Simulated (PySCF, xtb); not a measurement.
B(OH)(NH2)2 (BH5N2O), SMILES NB(N)O.

GFN2-xTB run with xtb at its own geometry gives an orbital gap of 7.49 eV and a dipole moment of 1.89 D.

The structure is a stationary point at PBE0-D3(BJ)/def2-SVP. The values are those of a single conformer.

**Question.** What does PySCF with PBE/def2-TZVPD give? (Estimate from the structure and the level; the computed values follow.)

**Answer.** gap 4.70 eV (levels -5.48 and -0.78 eV), dipole 1.74 D.
